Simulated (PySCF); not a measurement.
# How exact exchange moves a shielding

Molecule: SMILES FCC/C=N\[SiH3], C3H8FNSi.

Molfile (atoms numbered from 1):
```
C3H8FNSi
     RDKit          3D

 14 13  0  0  0  0  0  0  0  0999 V2000
   -3.4305    0.0062    0.4226 F   0  0  0  0  0  0  0  0  0  0  0  0
   -2.5236    0.3157   -0.5611 C   0  0  0  0  0  0  0  0  0  0  0  0
   -1.2682   -0.5174   -0.3921 C   0  0  0  0  0  0  0  0  0  0  0  0
   -0.5678   -0.2556    0.9146 C   0  0  0  0  0  0  0  0  0  0  0  0
    0.6564   -0.0177    1.1152 N   0  0  0  0  0  0  0  0  0  0  0  0
    2.0413    0.1206    0.0644 Si  0  0  0  0  0  4  0  0  0  0  0  0
   -2.2953    1.3939   -0.4965 H   0  0  0  0  0  0  0  0  0  0  0  0
   -2.9881    0.1190   -1.5421 H   0  0  0  0  0  0  0  0  0  0  0  0
   -1.5641   -1.5820   -0.4137 H   0  0  0  0  0  0  0  0  0  0  0  0
   -0.5905   -0.3468   -1.2431 H   0  0  0  0  0  0  0  0  0  0  0  0
   -1.2469   -0.2856    1.7906 H   0  0  0  0  0  0  0  0  0  0  0  0
    3.0345   -0.8988    0.5088 H   0  0  0  0  0  0  0  0  0  0  0  0
    2.6055    1.4874    0.2591 H   0  0  0  0  0  0  0  0  0  0  0  0
    1.7982   -0.0763   -1.4074 H   0  0  0  0  0  0  0  0  0  0  0  0
  1  2  1  0
  2  3  1  0
  3  4  1  0
  4  5  2  0
  5  6  1  0
  2  7  1  0
  2  8  1  0
  3  9  1  0
  3 10  1  0
  4 11  1  0
  6 12  1  0
  6 13  1  0
  6 14  1  0
M  END
```

GIAO shieldings (ppm, equivalent atoms averaged) in PySCF 2.14 on the PBE0-D3(BJ)/def2-SVP geometry, basis pcSseg-1, gas phase, non-relativistic:

| functional | exact exchange (%) | σ(F1) | σ(C2) | σ(C3) | σ(Si6) |
| --- | --- | --- | --- | --- | --- |
| BLYP | 0 | 401.0 | 89.1 | 131.7 | 403.5 |
| BP86 | 0 | 405.9 | 94.8 | 136.5 | 408.8 |
| PBE | 0 | 404.1 | 95.1 | 136.8 | 410.6 |
| B3LYP | 20 | 414.9 | 95.9 | 136.9 | 412.8 |
| PBE0 | 25 | 420.1 | 102.9 | 142.8 | 422.2 |
| mPW1PW91 | 25 | 420.0 | 102.1 | 142.0 | 420.1 |
| HF | 100 | 449.1 | 117.7 | 153.7 | 457.4 |

Question: Fit each shielding as a line in the percentage of exact exchange.

Answer: σ(F1) = 405.4 + 0.45 x (rms 2.6 ppm); σ(C2) = 93.6 + 0.25 x (rms 2.6 ppm); σ(C3) = 135.5 + 0.19 x (rms 2.2 ppm); σ(Si6) = 407.2 + 0.50 x (rms 2.8 ppm). The functionals also differ in their semilocal parts, which the line can't hold; Hartree–Fock has no correlation at all.

Question: What does the line predict for BHandHLYP (50 %), and what does the run give?

Answer: σ(F1): 427.9 predicted, 430.4 computed; σ(C2): 106.1 predicted, 104.4 computed; σ(C3): 145.0 predicted, 143.5 computed; σ(Si6): 432.2 predicted, 428.2 computed ppm.
